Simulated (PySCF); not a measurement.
`[GaH2][NH][C@]12C[C@H]1C2`, C4H8GaN

Geometry:
```
atom   x (Å)   y (Å)   z (Å)
 Ga1   1.260  -2.738  -0.405
  N2   0.830  -1.083   0.225
  C3  -0.242  -0.282  -0.213
  C4  -0.739   1.069   0.176
  C5  -1.675  -0.109   0.204
  C6  -1.338  -0.630  -1.160
  H7   0.670  -3.292  -1.723
  H8   2.310  -3.520   0.428
  H9   1.200  -0.739   1.109
 H10  -0.402   1.467   1.127
 H11  -0.879   1.832  -0.584
 H12  -2.285  -0.510   0.984
 H13  -1.522  -0.004  -2.028
 H14  -1.494  -1.694  -1.339
```

Theory: GIAO KT3/pcSseg-1 magnetisability, rotational g tensor and spin-rotation constants, non-relativistic, gas phase (PySCF 2.14.0). Geometry: GFN2-xTB, dihedral held. The dihedral C4–C3–N2–Ga1 is held at 180°.

The calculation is non-relativistic, which matters for the atoms heavier than Zn.

Problem. Give the nuclear spin-rotation constants along the inertial axes (H = +C I·J) beside the isotropic shieldings.

Solution. Rotational constants 7.5430, 1.1725, 1.0779 GHz. A star marks the isotopologue with that one atom substituted, in its own axes.
```csv
atom,isotope,Caa (kHz),Cbb (kHz),Ccc (kHz),mean (kHz),σ (ppm)
Ga1,69Ga,14.944,2.197,1.984,6.375,1345.8
N2,14N,0.566,0.128,0.059,0.251,145.4
H7,1H,-0.516,0.027,-0.073,-0.188,26.3
H8,1H,-0.062,-0.049,-0.072,-0.061,26.6
H9,1H,-0.838,0.056,-0.108,-0.297,27.5
H10,1H,-0.749,0.014,-0.104,-0.280,29.8
H11,1H,-0.457,-0.122,-0.033,-0.204,30.8
H12,1H,-0.812,-0.148,0.030,-0.310,30.7
H13,1H,-0.612,-0.097,-0.038,-0.249,30.9
H14,1H,-0.316,-0.049,-0.100,-0.155,29.5
C3,13C*,1.306,0.230,0.185,0.574,143.5
C4,13C*,1.407,0.192,0.179,0.593,148.3
C5,13C*,1.022,0.163,0.142,0.443,172.8
```
For the geometry as given, no vibrational averaging.
